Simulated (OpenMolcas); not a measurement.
**Run times for doublet [InH3]+**

The species is [InH3]+ (4 atoms), meant as a doublet with charge +1. As SMILES of the parent species, `[InH3]`. Geometry: relaxed at PBE0-D4/def2-TZVP. That shape belongs to the parent species and isn't relaxed for this state.

```xyz
4

In    0.0139   -0.0151   -0.0051
H     0.4155    1.5160    0.6782
H    -1.0956   -0.1073   -1.3214
H     0.7218   -1.4540    0.6280
```

Program: OpenMolcas 26.06. Hardware: 1 thread of AMD EPYC 7R43 (Zen 3), shared host, so times are rough. Two-electron integrals are exact unless an approximation is named.

Task: Estimate their order by wall time, quickest first.
A. energy at U-r2SCAN/def2-TZVP (core potential), grid UltraFine
B. energy at ROCCSD(T)/def2-TZVP (core potential), 4 core orbitals frozen
C. energy at UHF/3-21G

Result: C (5.1 s), B (34 s), A (91 s).
